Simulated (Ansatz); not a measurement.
```xyz
10

O    -1.847    0.031   -1.401
Si   -1.184   -0.206    0.077
Cl   -1.372    1.498    1.246
Si    1.142   -0.525    0.073
O     1.883    0.928   -0.086
Cl    1.584   -1.419    1.875
H    -1.479    0.711   -1.969
H    -1.985   -1.277    0.706
H     1.693   -1.376   -1.004
H     1.565    1.635    0.482
```

Total charge 0; spin multiplicity 1.

List the ωB97M-V/def2-TZVPP orbital energies in eV (the Gaussian-basis code of Ansatz). (An estimate is asked.)

Computed: Occupied: -2772.13, -2772.01, -1808.52, -1808.46, -526.82, -526.74, -262.54, -262.41, -200.00, -199.89, -199.89, -199.87, -199.77, -199.76, -149.44, -149.38, -103.61, -103.55, -103.54, -103.51, -103.49, -103.46, -31.58, -31.48, -26.05, -25.91, -19.29, -18.69, -16.63, -15.45, -14.33, -14.22, -14.02, -13.43, -12.79, -12.70, -12.03, -11.86, -11.78, -11.71, -9.96. Lowest empty: 0.95, 1.13, 2.57, 2.79, 3.06, 3.65, 3.72, 4.17.
